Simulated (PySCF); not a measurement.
C2H10O2Si2, SMILES CO[Si@@](C)(O)[SiH3].

Geometry: TPSSh-D3(BJ)/def2-SVP. The structure was generated by enumeration; whether it is a known compound was not checked. Other conformers were not sampled.

Method: TDA-PBE/def2-SVPD in PySCF.

Vertical excitations. Isolated molecule, no solvent.

Problem. Give excitation energies, oscillator strengths and character. (Estimate from the structure and the level; the computed values follow.)

Solution. 
```tsv
state	energy (eV)	λ (nm)	f	main pairs
S1	5.64	220	0.021	HOMO→LUMO 89 %
S2	5.86	212	0.017	HOMO→LUMO+1 74 %, HOMO→LUMO+2 15 %
S3	5.99	207	0.035	HOMO→LUMO+2 81 %, HOMO→LUMO+1 14 %
S4	6.55	189	0.033	HOMO→LUMO+3 56 %, HOMO−1→LUMO 22 %, HOMO→LUMO+4 19 %
S5	6.63	187	0.011	HOMO−1→LUMO 68 %, HOMO→LUMO+3 12 %
S6	6.69	185	0.024	HOMO−2→LUMO 75 %, HOMO→LUMO+4 13 %
T1	5.30	234	0	HOMO→LUMO 88 %
T2	5.49	226	0	HOMO→LUMO+1 73 %, HOMO→LUMO+2 18 %
```
Triplets are in the Tamm–Dancoff approximation.
